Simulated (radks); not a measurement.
Results of a calculation; reference values are marked as such.
Question: All-electron atom: Mn in [Ar] 3d5 4s2. Level of theory: scalar-relativistic Kohn-Sham, exchange-only PBE, spin-polarised, spherical densities, point nucleus; open shells are filled with parallel spins first (a radial shooting solver on a logarithmic mesh with Libxc functionals). Some entries of the table are withheld. Estimate them.

orbital,occ.,eigenvalue (eV),<r^2> (bohr^2)
1s down,1,-6428.513,0.004988
1s up,1,-6428.501,0.004988
2s up,1,-742.8588,0.09245
2s down,1,-740.6808,0.09205
2p up,3,-628.9591,0.07532
2p down,3,-627.3049,0.07489
3s up,1,(1),(2)
3s down,1,(3),(4)
3p up,3,-55.3029,0.9642
3p down,3,-49.6927,0.9810
3d up,5,-7.4812,1.917
4s up,1,-5.0190,10.74
4s down,1,-3.7252,13.92
3d down,0,-2.5941,3.000

Answer: 
(1) 3s up eigenvalue (eV): -86.5475
(2) 3s up <r^2> (bohr^2): 0.8371
(3) 3s down eigenvalue (eV): -80.8334
(4) 3s down <r^2> (bohr^2): 0.8441
